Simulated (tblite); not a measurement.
Compound: C7H5ClN (doublet state).
Structure used (GFN2-xTB), in Å, numbered top down from 1:
```
atom  x, y, z in Å
N1     2.8855   -0.2489    1.5917
C2     2.2588   -0.3338    0.6406
C3     1.4352   -0.4288   -0.5429
C4     0.0122   -0.1477   -0.1896
C5    -1.0289   -0.9907   -0.1242
C6    -2.2425   -0.2569    0.2613
C7    -1.9031    1.0150    0.3903
C8    -0.4563    1.2469    0.1810
Cl9   -0.1034    2.4084   -1.1287
H10    1.7968    0.3047   -1.2717
H11    1.5319   -1.4331   -0.9637
H12   -1.0211   -2.0473   -0.3264
H13   -3.2056   -0.7123    0.3815
H14    0.0397    1.6242    1.0786
```

All values are computed: GFN2-xTB (tblite) harmonic vibrations without scaling, gas phase. Errors from tens to a few hundred cm⁻¹ against measured bands are possible. One conformer, not necessarily the lowest. Open shells enter through the occupations alone, without spin polarisation, and single modes of such species can be off by tens of per cent.

Harmonic wavenumbers (cm⁻¹): 29.0, 92.1, 107.0, 166.8, 283.8, 326.0, 374.1, 415.6, 459.3, 507.0, 673.3, 703.5, 756.1, 840.3, 846.6, 877.4, 894.8, 981.7, 999.3, 1027.2, 1094.2, 1105.4, 1128.7, 1163.0, 1176.5, 1243.3, 1255.2, 1394.1, 1585.1, 1660.2, 2413.8, 2939.8, 2942.1, 2969.9, 3123.2, 3165.2.

A = 1895, B = 1172, C = 845.9 MHz; mass 138.011 u (most abundant isotopes); point group C1, symmetry number 1; spin multiplicity 2.

Problem. What is the zero-point energy?

Solution. ½Σν̃ = 20860 cm⁻¹ = 59.64 kcal/mol.

Problem. Entropy at 350 K, 1 bar (ideal gas, RRHO, classical rotation)?

Solution. Translation 41.50, rotation 30.00, vibration 27.87, spin (R ln 2) 1.38: S = 100.8 cal/(mol K).

Problem. And Cp and H(350 K) − H(0)?

Solution. Cp = 36.32 cal/(mol K), of which vibrations give 28.37 (their classical limit is 36 R = 71.5); H(350 K) − H(0) = 7.75 kcal/mol without the zero-point energy, 4.96 from vibrations.

Problem. How do the functions run with temperature in this model?

Solution. 
| T (K) | S (cal/(mol K)) | Cp (cal/(mol K)) | H − H(0) (kcal/mol) | G − H(0) (kcal/mol) | ln q(vib) |
| --- | --- | --- | --- | --- | --- |
| 100 | 70.6 | 16.2 | 1.22 | -5.85 | 1.76 |
| 200 | 84.2 | 24.0 | 3.22 | -13.62 | 3.83 |
| 300 | 95.5 | 32.3 | 6.03 | -22.61 | 5.87 |
| 500 | 115.5 | 46.3 | 13.98 | -43.76 | 9.94 |
| 800 | 140.2 | 58.4 | 29.88 | -82.25 | 15.75 |
| 1000 | 153.7 | 63.3 | 42.08 | -111.67 | 19.32 |

q(vib) and H(0) count from the zero-point level.

Problem. What must be added to the electronic energy to get the Gibbs energy at 350 K and 1 bar?

Solution. ZPE + [H(350 K) − H(0)] − T·S = 59.64 + 7.75 − 35.26 = 32.13 kcal/mol.

Problem. Blend soft modes into free rotors: weight 1/[1 + (100 cm⁻¹/ν̃)⁴] for the oscillator and the rest for a rotor with moment μB/(μ + B), μ = h/(8π²ν), B = 10⁻⁴⁴ kg m². What vibrational entropy results?

Solution. 25.11 cal/(mol K) in place of 27.87, which changes −T·S at 350 K by +0.97 kcal/mol.

Hindered rotation and anharmonicity are outside this model. Other conformers, if any are populated, would add a mixing term that is left out. The structure is chiral; the term R ln 2 for an equal mix with its mirror image is left out.

Hardware: an Arm Neoverse V2 with one thread, shared host with 32 logical CPUs at a one-minute load of 21. Cost: 0.41 s of wall time. This covers the Hessian and the dipole derivatives.
